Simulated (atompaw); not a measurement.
**Plane-wave convergence, PAW (atompaw) potential for silver (Ag)**

| Property | Result |
| --- | --- |
| Element | silver (Ag) |
| Generator | atompaw 4.2.0.5 |
| Type | PAW |
| Functional | PBEsol |
| Relativity | scalar-relativistic |
| Frozen core | [Ar] 3d10 |
| Valence charge | 19 |
| Reference configuration | 4s2 4p6 4d10 5s1 5p0 |
| Partial waves | 4s (bound): rc 1.50 bohr; 5s (bound): rc 2.10 bohr; 4p (bound): rc 1.45 bohr; 5p (bound, empty): rc 2.10 bohr; 4d (bound): rc 2.05 bohr; 4d channel at 1.25 Ry: rc 2.10 bohr |
| Local potential | troulliermartins scheme with l = 3 at 0.5 Ry, radius 1.50 bohr |
| Core correction | smooth core density matched at 1.65 bohr |
| Augmentation charge | gaussian compensation charge, radius 1.64 bohr; PAW radius 2.10 bohr; waves and projectors: custom polynom2 7 10 vanderbiltortho |

The pseudo-atom Hamiltonian at the reference potential is diagonalised in spherical Bessel functions j_l(qr) that vanish at 20 bohr, with q² up to the cutoff. All-electron valence levels (Ry): 4s -6.9801, 5s -0.3250, 4p -4.3007, 5p -0.0491, 4d -0.5478.

**Question.** How do the lowest levels (Ry) of each channel move with the cutoff, and are there ghosts?

**Answer.**

```json
{"cutoff (Ry)": "8", "s #1": "-6.0161", "s #2": "-0.3205", "s #3": "0.0117", "p #1": "-0.7580", "p #2": "-0.0039", "d #1": "0.0562", "f #1": "0.1112", "Σ f·Δε (mRy)": "29228.1"}
{"cutoff (Ry)": "15", "s #1": "-6.9373", "s #2": "-0.3248", "s #3": "0.0113", "p #1": "-4.0723", "p #2": "-0.0486", "d #1": "-0.4813", "f #1": "0.1112", "Σ f·Δε (mRy)": "2120.4"}
{"cutoff (Ry)": "21", "s #1": "-6.9791", "s #2": "-0.3249", "s #3": "0.0113", "p #1": "-4.2812", "p #2": "-0.0490", "d #1": "-0.5466", "f #1": "0.1112", "Σ f·Δε (mRy)": "130.4"}
{"cutoff (Ry)": "35", "s #1": "-6.9799", "s #2": "-0.3250", "s #3": "0.0113", "p #1": "-4.2978", "p #2": "-0.0490", "d #1": "-0.5477", "f #1": "0.1112", "Σ f·Δε (mRy)": "18.7"}
{"cutoff (Ry)": "50", "s #1": "-6.9799", "s #2": "-0.3250", "s #3": "0.0113", "p #1": "-4.2988", "p #2": "-0.0490", "d #1": "-0.5477", "f #1": "0.1112", "Σ f·Δε (mRy)": "12.4"}
{"cutoff (Ry)": "60", "s #1": "-6.9799", "s #2": "-0.3250", "s #3": "0.0113", "p #1": "-4.2989", "p #2": "-0.0490", "d #1": "-0.5477", "f #1": "0.1112", "Σ f·Δε (mRy)": "11.5"}
{"cutoff (Ry)": "90", "s #1": "-6.9800", "s #2": "-0.3250", "s #3": "0.0113", "p #1": "-4.2993", "p #2": "-0.0490", "d #1": "-0.5478", "f #1": "0.1112", "Σ f·Δε (mRy)": "8.2"}
{"cutoff (Ry)": "120", "s #1": "-6.9800", "s #2": "-0.3250", "s #3": "0.0113", "p #1": "-4.2996", "p #2": "-0.0490", "d #1": "-0.5478", "f #1": "0.1112", "Σ f·Δε (mRy)": "6.5"}
{"cutoff (Ry)": "180", "s #1": "-6.9800", "s #2": "-0.3250", "s #3": "0.0113", "p #1": "-4.3002", "p #2": "-0.0490", "d #1": "-0.5478", "f #1": "0.1112", "Σ f·Δε (mRy)": "2.6"}
{"cutoff (Ry)": "230", "s #1": "-6.9801", "s #2": "-0.3250", "s #3": "0.0113", "p #1": "-4.3004", "p #2": "-0.0490", "d #1": "-0.5478", "f #1": "0.1112", "Σ f·Δε (mRy)": "1.1"}
{"cutoff (Ry)": "350", "s #1": "-6.9801", "s #2": "-0.3250", "s #3": "0.0113", "p #1": "-4.3006", "p #2": "-0.0490", "d #1": "-0.5478", "f #1": "0.1112", "Σ f·Δε (mRy)": "0.2"}
{"cutoff (Ry)": "400", "s #1": "-6.9801", "s #2": "-0.3250", "s #3": "0.0113", "p #1": "-4.3006", "p #2": "-0.0490", "d #1": "-0.5478", "f #1": "0.1112", "Σ f·Δε (mRy)": "0.0"}
```

Result: no extra level below or beside the all-electron valence levels (s, p, d, f tested); 10 mRy is reached at 70 Ry and 1 mRy at 260 Ry.
